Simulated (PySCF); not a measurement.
Field gradients at the hydrogen positions

C₆H₆F₂.
Geometry (GFN2-xTB, Å), atoms numbered from 1 in this order:
```xyz
14
C6H6F2 angstrom
C     -2.6492    0.7085   -0.0881
C     -1.7303    0.5189    0.8379
C     -0.8769   -0.7205    0.9204
F     -1.3909   -1.7340    0.1589
F     -0.8952   -1.2081    2.2061
C      0.4943   -0.4343    0.5173
C      1.6309   -0.2365    0.1896
C      2.9914    0.0228   -0.2070
H     -2.8518   -0.0342   -0.8420
H     -3.2344    1.6107   -0.1226
H     -1.5096    1.2411    1.6101
H      3.0066    0.6813   -1.0744
H      3.4851   -0.9145   -0.4601
H      3.5294    0.4984    0.6118
```

Level: PBE0/pcSseg-1 (PySCF, non-relativistic); Q(2H) = 0.00286 b; rigid geometry, the same for H and D, with no vibrational averaging.

Question: Rank these positions by the coupling χzz of a deuteron there, largest first.
A. H10 (vinylic hydrogen)
B. H11 (vinylic hydrogen)
C. H14 (methyl hydrogen)

Answer: A (227 kHz), B (219 kHz), C (208 kHz).

Give the electric field gradient Vzz (the principal value of largest size), its asymmetry and the 2H coupling at each hydrogen.

```tsv
atom	bonded to	bond length (Å)	Vzz (au)	η	χzz (kHz)
H9	C1	1.077	0.3310	0.04	222
H10	C1	1.076	0.3373	0.04	227
H11	C2	1.080	0.3253	0.07	219
H12	C8	1.089	0.3086	0.03	207
H13	C8	1.089	0.3083	0.03	207
H14	C8	1.089	0.3088	0.03	208
```

Isolated species at its GFN2-xTB geometry (one conformer only). GFN2-xTB frequencies show an imaginary mode (22i cm⁻¹), so this geometry is no minimum at that level. GFN2-xTB bond lengths can be off by several hundredths of an ångström, more for odd bonds, and the gradients follow them. These gradients aren't converged with respect to the basis.

The run behind these numbers computed NMR shieldings as well. The run took 25 s of wall time (with the writing of density and orbital grids) on one thread, Arm Neoverse V2 (aarch64), on a shared host, and the process peaked at 0.74 GiB of memory.
